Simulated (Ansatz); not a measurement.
Coupled-cluster diagnostics for Ti3B3, Ansatz.

Geometry of the doublet (r2SCAN-D4/def2-SVP):

```xyz
6

Ti    0.263   -1.333   -0.384
Ti    0.535    1.145   -0.644
Ti   -0.063    0.180    1.794
B     1.595   -0.091    0.625
B    -1.021    0.013   -1.474
B    -1.309    0.085    0.083
```

Correlated methods freeze 18 core orbitals; core or outer-core shells of Ti are correlated, in sets that lack core-valence functions. In CCSD on the charge 0 quartet the largest single amplitude is 0.98, so its Hartree–Fock determinant may place the open shell otherwise than the density functionals do. The geometry of the doublet was relaxed on an unsound state (⟨S²⟩ 1.82, where a pure state has 0.75). The structure comes from a short search, and lower isomers may exist.

Geometry of the charge 0 quartet (r2SCAN-D4/def2-SVP):

```xyz
6

Ti   -1.358   -0.234   -0.308
Ti    0.512    1.212    0.514
Ti    1.097   -0.727   -1.212
B    -0.090    0.938   -1.446
B    -0.587   -0.196    1.680
B     0.426   -0.992    0.773
```

(1) Estimate the CCSD(T) correlation energy, the shares of MP2 and (T), T1 and the reference's ⟨S²⟩ for: charge 0, doublet, own geometry in def2-SVP; charge 0, quartet, own geometry in def2-SVP; and the rough time on 4 threads of Arm Neoverse V2 on a shared host.

Results:

(1) 
```tsv
state	basis	correlation (eV)	MP2 share (%)	(T) share (%)	T1	⟨S²⟩ (pure)	wall time	remarks
charge 0, doublet, own geometry	def2-SVP	-32.802	77.4	10.7	0.160	4.75 (0.75)	4.7 min	flagged by the program, large T1 (0.160), spin-contaminated (⟨S²⟩ 4.75)
charge 0, quartet, own geometry	def2-SVP	-32.923	76.3	11.4	0.191	6.68 (3.75)	5.2 min	large T1 (0.191), spin-contaminated (⟨S²⟩ 6.68)
```
Customary marks for T1 are 0.02 (closed shells), 0.045 (open shells) and about 0.05 (3d metals). T1 exceeds 0.02 in 2 of 2 rows and 0.045 in 2; the higher it lies, the less the single-reference result can be trusted.
